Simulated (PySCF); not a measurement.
First SCF of a structure search on singlet ZrN(OH), at a hand-made linear (heavy-atom frame) geometry. PySCF input:

```python
from pyscf import gto, scf, dft
mol = gto.M(atom='''
Zr     0.000000     0.000000     0.000000
N      0.000000     0.000000     1.870000
O      0.000000     0.000000    -2.170000
H      0.735400     0.000000    -2.787100''',
    basis={'Zr': 'def2-TZVP', 'N': 'def2-TZVP', 'O': 'def2-TZVP', 'H': 'def2-TZVP'},
    ecp={'Zr': 'def2-TZVP'},
    charge=0, spin=0)
mf = dft.RKS(mol, xc='PBE0')
mf.grids.atom_grid = (50, 194)
aux = {'Zr': 'def2-universal-JKFIT', 'N': 'def2-universal-JKFIT', 'O': 'def2-universal-JKFIT', 'H': 'def2-universal-JKFIT'}
mf = mf.density_fit(auxbasis=aux)
mf.conv_tol = 1e-08
mf.diis_space = 10
mf.max_cycle = 60
mf.init_guess = 'minao'
mf.verbose = 4
mf.kernel()
```

Excerpt of the output (cycles and frontier levels):

```
init E= -171.848739134093
  HOMO = -0.519831669235236  LUMO = -0.447389188741249  gap/eV = 1.97126
cycle= 1 E= -177.036962160276  delta_E= -5.19  |g|= 1.32  |ddm|= 4.68
  HOMO = -0.0312406562393273  LUMO = -0.00881483278604378  gap/eV = 0.61024
cycle= 2 E= -174.725096075054  delta_E= 2.31  |g|= 3.09  |ddm|= 3.27
  HOMO = -0.114122740597264  LUMO = -0.0808679571988584  gap/eV = 0.90491
cycle= 3 E= -177.198951569342  delta_E= -2.47  |g|= 0.937  |ddm|= 2.67
  HOMO = -0.261246383363158  LUMO = -0.134439334350862  gap/eV = 3.45060
cycle= 4 E= -177.312931212972  delta_E= -0.114  |g|= 0.712  |ddm|=  1.1
  HOMO = -0.214852107158816  LUMO = -0.129735931664727  gap/eV = 2.31613
cycle= 5 E= -177.376036971345  delta_E= -0.0631  |g|= 0.488  |ddm|= 0.712
  HOMO = -0.211850102686892  LUMO = -0.113611805777951  gap/eV = 2.67320
cycle= 6 E= -177.428502305783  delta_E= -0.0525  |g|= 0.0745  |ddm|= 0.332
  HOMO = -0.211613981044351  LUMO = -0.113134093237474  gap/eV = 2.67977
cycle= 7 E= -177.429964822701  delta_E= -0.00146  |g|= 0.00589  |ddm|= 0.0489
  HOMO = -0.211560240051377  LUMO = -0.112463053113393  gap/eV = 2.69657
cycle= 8 E= -177.429978455274  delta_E= -1.36e-05  |g|= 0.00497  |ddm|= 0.0148
  HOMO = -0.211362398261929  LUMO = -0.112350993326231  gap/eV = 2.69424
cycle= 9 E= -177.429984883263  delta_E= -6.43e-06  |g|= 0.00246  |ddm|= 0.00514
  HOMO = -0.211206983108749  LUMO = -0.112313069971993  gap/eV = 2.69104
cycle= 10 E= -177.429986897713  delta_E= -2.01e-06  |g|= 0.000723  |ddm|= 0.00351
  HOMO = -0.211106357067976  LUMO = -0.112277676263313  gap/eV = 2.68927
cycle= 11 E= -177.429987165148  delta_E= -2.67e-07  |g|= 9.11e-05  |ddm|= 0.00208
  HOMO = -0.21108592642328  LUMO = -0.112265704620321  gap/eV = 2.68904
cycle= 12 E= -177.429987173823  delta_E= -8.68e-09  |g|= 2.49e-05  |ddm|= 0.000491
  HOMO = -0.211080901179649  LUMO = -0.112264376362808  gap/eV = 2.68893
Extra cycle  E= -177.429987172851  delta_E= 9.73e-10  |g|= 7.31e-05  |ddm|= 6.14e-05
converged SCF energy = -177.429987172851
```

No lower solution of this spin was found from smeared starts or by a stability analysis within the restricted form, which does not test spin polarisation.

The search for the lowest solution, 3 starts and the stability check together, took 6 s on 4 threads of a shared Arm Neoverse V2 host, with 108 basis functions; the process peaked at 0.47 GiB.
